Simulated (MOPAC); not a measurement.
MOPAC input (PM6):

```
PM6 PRECISE GNORM=0.05 LET XYZ UHF MS=0.5 GEO-OK AUX(PRECISION=9) THREADS=1
H5N2O2Si

N    -0.84261500 1    0.38607600 1    1.48849700 1
Si   -0.01511600 1   -0.01034500 1    0.01199000 1
N     1.60543400 1   -0.15751700 1    0.48938200 1
O    -0.39903100 1   -1.38783100 1   -0.79479900 1
O    -0.39927500 1    1.18962700 1   -1.05378000 1
H    -1.68158400 1   -0.15012800 1    1.70933200 1
H     2.25404900 1   -0.78183300 1    0.04178000 1
H     1.95557600 1    0.24682800 1    1.34034200 1
H    -0.96831900 1   -1.28127600 1   -1.56145000 1
H    -0.30138300 1    2.09696900 1   -0.75439000 1
```

Output:

```
 *******************************************************************************
 **                                                                           **
 **                              MOPAC v23.2.5                                **
 **                                                                           **
 *******************************************************************************
 ** MOPAC's Digital Object Identifier: https://doi.org/10.5281/zenodo.6511958 **
 **                                                                           **
 ** Please cite the open-source release paper for use of this MOPAC version:  **
 ** J. E. Moussa and J. J. P. Stewart (2026)                                  **
 ** MOPAC: An open-source semiempirical molecular orbital program             **
 ** J. Open Source Softw., 11(119), 8025, https://doi.org/10.21105/joss.08025 **
 *******************************************************************************

                              PM6 CALCULATION RESULTS

 *******************************************************************************
 *  PM6        - The PM6 Hamiltonian to be used
 *  GEO-OK     - OVERRIDE INTERATOMIC DISTANCE AND OTHER SAFETY CHECKS
 *  UHF        - UNRESTRICTED HARTREE-FOCK CALCULATION
 *  MS=        - IN MECI, MAGNETIC COMPONENT OF SPIN =  0.5
 *  LET        - OVERRIDE SOME SAFETY CHECKS
 *  PRECISE    - TIGHTER CRITERIA TO BE USED
 *  XYZ        - CARTESIAN COORDINATE SYSTEM TO BE USED
 *  GNORM      - EXIT WHEN GRADIENT NORM DROPS BELOW 0.050
 *  AUX        - OUTPUT AUXILIARY INFORMATION
 *******************************************************************************
PM6 PRECISE GNORM=0.05 LET XYZ UHF MS=0.5 GEO-OK AUX(PRECISION=9) THREADS=1
 H5N2O2Si

   ATOM   CHEMICAL          X               Y               Z
  NUMBER   SYMBOL      (ANGSTROMS)     (ANGSTROMS)     (ANGSTROMS)

     1       N         -0.84261500  *   0.38607600  *   1.48849700  *
     2      Si         -0.01511600  *  -0.01034500  *   0.01199000  *
     3       N          1.60543400  *  -0.15751700  *   0.48938200  *
     4       O         -0.39903100  *  -1.38783100  *  -0.79479900  *
     5       O         -0.39927500  *   1.18962700  *  -1.05378000  *
     6       H         -1.68158400  *  -0.15012800  *   1.70933200  *
     7       H          2.25404900  *  -0.78183300  *   0.04178000  *
     8       H          1.95557600  *   0.24682800  *   1.34034200  *
     9       H         -0.96831900  *  -1.28127600  *  -1.56145000  *
    10       H         -0.30138300  *   2.09696900  *  -0.75439000  *

          CARTESIAN COORDINATES

    NO.       ATOM           X           Y           Z

     1         N         -0.8426      0.3861      1.4885
     2        Si         -0.0151     -0.0103      0.0120
     3         N          1.6054     -0.1575      0.4894
     4         O         -0.3990     -1.3878     -0.7948
     5         O         -0.3993      1.1896     -1.0538
     6         H         -1.6816     -0.1501      1.7093
     7         H          2.2540     -0.7818      0.0418
     8         H          1.9556      0.2468      1.3403
     9         H         -0.9683     -1.2813     -1.5615
    10         H         -0.3014      2.0970     -0.7544

 General Reference for PM6:
 "Optimization of Parameters for Semiempirical Methods V: Modification of NDDO Approximations
 and Application to 70 Elements", J. J. P. Stewart, J. Mol. Mod., 13, 1173-1213 (2007)
 URL: https://link.springer.com/article/10.1007/s00894-007-0233-4

           Empirical Formula: H5 N2 O2 Si  =    10 atoms

      MOLECULAR POINT GROUP   :   C1

          UHF CALCULATION, NO. OF ALPHA ELECTRONS =   16
                           NO. OF BETA  ELECTRONS =   15

          Geometry optimization using EF

          DIAGONAL MATRIX USED AS START HESSIAN

 CYCLE:     1  GRAD.:    46.705 HEAT: -125.0838
 CYCLE:     2  GRAD.:   219.674 HEAT: -118.0488
 CYCLE:     3  GRAD.:    76.151 HEAT: -129.3502
 CYCLE:     4  GRAD.:   261.491 HEAT: -108.8313
 CYCLE:     5  GRAD.:   104.729 HEAT: -129.2032
 CYCLE:     6  GRAD.:   191.452 HEAT: -119.0469
 CYCLE:     7  GRAD.:   165.265 HEAT: -126.1600
 CYCLE:     8  GRAD.:   137.912 HEAT: -127.6289
 CYCLE:     9  GRAD.:    87.885 HEAT: -134.4034
 CYCLE:    10  GRAD.:   254.814 HEAT: -114.7885
 CYCLE:    11  GRAD.:    22.358 HEAT: -138.1133
 CYCLE:    12  GRAD.:    69.650 HEAT: -136.6468
 CYCLE:    13  GRAD.:    36.545 HEAT: -138.5675
 CYCLE:    14  GRAD.:    80.009 HEAT: -135.7069
 CYCLE:    15  GRAD.:     8.877 HEAT: -139.4790
 CYCLE:    16  GRAD.:     9.149 HEAT: -139.6487
 CYCLE:    17  GRAD.:    16.341 HEAT: -139.8232
 CYCLE:    18  GRAD.:     5.934 HEAT: -139.9853
 CYCLE:    19  GRAD.:     4.379 HEAT: -140.0326
 CYCLE:    20  GRAD.:     4.186 HEAT: -140.0894
 CYCLE:    21  GRAD.:     5.183 HEAT: -140.1737
 CYCLE:    22  GRAD.:     2.920 HEAT: -140.2060
 CYCLE:    23  GRAD.:     2.487 HEAT: -140.2381
 CYCLE:    24  GRAD.:     3.359 HEAT: -140.2727
 CYCLE:    25  GRAD.:     4.512 HEAT: -140.3301
 CYCLE:    26  GRAD.:     3.920 HEAT: -140.3839
 CYCLE:    27  GRAD.:     4.858 HEAT: -140.4262
 CYCLE:    28  GRAD.:     3.022 HEAT: -140.4396
 CYCLE:    29  GRAD.:     1.823 HEAT: -140.4552
 CYCLE:    30  GRAD.:     1.621 HEAT: -140.4597
 CYCLE:    31  GRAD.:     1.301 HEAT: -140.4668
 CYCLE:    32  GRAD.:     0.687 HEAT: -140.4710
 CYCLE:    33  GRAD.:     0.536 HEAT: -140.4725
 CYCLE:    34  GRAD.:     0.525 HEAT: -140.4732
 CYCLE:    35  GRAD.:     0.514 HEAT: -140.4740
 CYCLE:    36  GRAD.:     0.280 HEAT: -140.4748
 CYCLE:    37  GRAD.:     0.185 HEAT: -140.4750
 CYCLE:    38  GRAD.:     0.227 HEAT: -140.4751
 CYCLE:    39  GRAD.:     0.160 HEAT: -140.4752
 CYCLE:    40  GRAD.:     0.114 HEAT: -140.4752
 CYCLE:    41  GRAD.:     0.085 HEAT: -140.4753
 CYCLE:    42  GRAD.:     0.043 HEAT: -140.4753

     GRADIENT =  0.04296 IS LESS THAN CUTOFF =  0.05000

 -------------------------------------------------------------------------------
 PM6 PRECISE GNORM=0.05 LET XYZ UHF MS=0.5 GEO-OK AUX(PRECISION=9) THREADS=1
 H5N2O2Si

     GEOMETRY OPTIMISED USING EIGENVECTOR FOLLOWING (EF).
     SCF FIELD WAS ACHIEVED

                              PM6 CALCULATION
                                                       MOPAC v23.2.5 Linux

          FINAL HEAT OF FORMATION =       -140.47528 KCAL/MOL =    -587.74855 KJ/MOL

          COSMO AREA              =        112.16 SQUARE ANGSTROMS
          COSMO VOLUME            =         97.09 CUBIC ANGSTROMS

          GRADIENT NORM           =          0.04296          =       0.01358 PER ATOM
          IONIZATION POTENTIAL    =          9.153664 EV
          ALPHA SOMO LUMO (EV)    =         -9.826  1.373
          BETA  SOMO LUMO (EV)    =         -9.154 -0.586
          NO. OF ALPHA ELECTRONS  =         16
          NO. OF BETA  ELECTRONS  =         15
          MOLECULAR WEIGHT        =         93.1372         POINT GROUP:  C1

          MOLECULAR DIMENSIONS (Angstroms)

            Atom       Atom       Distance
            H     9    H     8     4.39202
            H    10    H     7     4.25211
            H     6    H     7     3.35611

          SCF CALCULATIONS        =         43

   ATOM   CHEMICAL          X               Y               Z
  NUMBER   SYMBOL      (ANGSTROMS)     (ANGSTROMS)     (ANGSTROMS)

     1       N         -0.90884997  *   0.26910362  *   1.43247945  *
     2      Si         -0.02699635  *   0.02210452  *  -0.02630524  *
     3       N          1.57211592  *  -0.19567110  *   0.48510795  *
     4       O         -0.47423405  *  -1.23141247  *  -0.82838046  *
     5       O         -0.27684603  *   1.32738331  *  -0.84041263  *
     6       H         -1.57364852  *  -0.33763583  *   1.86297417  *
     7       H          2.11254120  *  -1.03451966  *   0.36354589  *
     8       H          2.11738644  *   0.53777678  *   0.91259531  *
     9       H         -0.75981938  *  -1.87800709  *  -1.36237633  *
    10       H         -0.39244605  *   2.07788488  *  -1.29052133  *

                             CARTESIAN COORDINATES

   1    N       -0.908849973     0.269103622     1.432479454
   2   Si       -0.026996349     0.022104522    -0.026305242
   3    N        1.572115924    -0.195671105     0.485107949
   4    O       -0.474234050    -1.231412471    -0.828380455
   5    O       -0.276846035     1.327383310    -0.840412635
   6    H       -1.573648516    -0.337635834     1.862974169
   7    H        2.112541204    -1.034519656     0.363545893
   8    H        2.117386439     0.537776784     0.912595311
   9    H       -0.759819378    -1.878007087    -1.362376333
  10    H       -0.392446046     2.077884880    -1.290521330

           Empirical Formula: H5 N2 O2 Si  =    10 atoms

      MOLECULAR POINT GROUP   :   C1

          ALPHA EIGENVALUES
 -30.77062 -30.35771 -30.24508 -27.92035 -21.27473 -19.36928 -16.84775 -15.64541
 -14.68406 -14.60926 -14.04419 -13.48646 -12.96281 -11.83541 -10.41981  -9.82582
   1.37323   1.87515   2.24150   2.31342   2.65739   2.82082   4.07857   4.70383
   5.00629   6.54050   6.66434   6.87899   6.97395   7.27585

           BETA EIGENVALUES
 -30.74220 -30.25514 -30.06337 -25.83831 -21.20553 -19.35330 -16.76896 -15.26173
 -14.64619 -14.37234 -13.88204 -13.21378 -12.78119  -9.82194  -9.15366  -0.58645
   1.59146   1.89685   2.26774   2.73153   2.83297   3.40923   4.28911   4.96342
   5.17802   6.58069   6.66912   6.90749   7.29880   7.45146

              NET ATOMIC CHARGES AND DIPOLE CONTRIBUTIONS

  ATOM NO.   TYPE          CHARGE      No. of ELECS.   s-Pop       p-Pop       d-Pop
    1          N          -0.318746        5.3187     1.66085     3.65789
    2         Si           0.220678        3.7793     0.82529     1.28239     1.67164
    3          N          -0.442209        5.4422     1.44653     3.99567
    4          O          -0.437397        6.4374     1.52826     4.90914
    5          O          -0.431656        6.4317     1.52465     4.90700
    6          H           0.227669        0.7723     0.77233
    7          H           0.238049        0.7620     0.76195
    8          H           0.241448        0.7586     0.75855
    9          H           0.351332        0.6487     0.64867
   10          H           0.350831        0.6492     0.64917
 DIPOLE           X         Y         Z       TOTAL
 POINT-CHG.     0.801    -0.734    -0.731     1.309
 HYBRID        -0.058    -0.562    -0.806     0.984
 SUM            0.743    -1.296    -1.537     2.143

          ATOMIC ORBITAL ELECTRON POPULATIONS

     Atom    s        px        py        pz      x^2-y^2     xz        z^2       yz        xy
    1  N   1.66085   1.06263   1.34627   1.24900
    2 Si   0.82529   0.44045   0.39802   0.44393   0.36819   0.40607   0.31534   0.32848   0.25356
    3  N   1.44653   1.25901   1.19190   1.54476
    4  O   1.52826   1.73442   1.53348   1.64124
    5  O   1.52465   1.76373   1.46857   1.67470
    6  H   0.77233
    7  H   0.76195
    8  H   0.75855
    9  H   0.64867
   10  H   0.64917

                    (SZ)    =    0.500000
                    (S**2)  =    0.766319

          ATOMIC ORBITAL SPIN POPULATIONS

    Atom   Total    s     px     py     pz   x^2-y^2  xz     z^2    yz     xy
         Atomic
    1  N  1.0352  0.037  0.508  0.239  0.251
    2 Si -0.1175 -0.024 -0.006 -0.011 -0.019 -0.007 -0.035 -0.003 -0.013  0.001
    3  N  0.1134  0.008  0.020  0.013  0.073
    4  O -0.0012 -0.001  0.001  0.000 -0.001
    5  O  0.0282  0.002  0.018  0.001  0.007
    6  H -0.0433 -0.043
    7  H -0.0050 -0.005
    8  H -0.0064 -0.006
    9  H -0.0008 -0.001
   10  H -0.0027 -0.003

 **********************
 *                    *
 * JOB ENDED NORMALLY *
 *                    *
 **********************

 == MOPAC DONE ==
```

The geometry given is a B3LYP-D3(BJ)/def2-TZVP minimum.
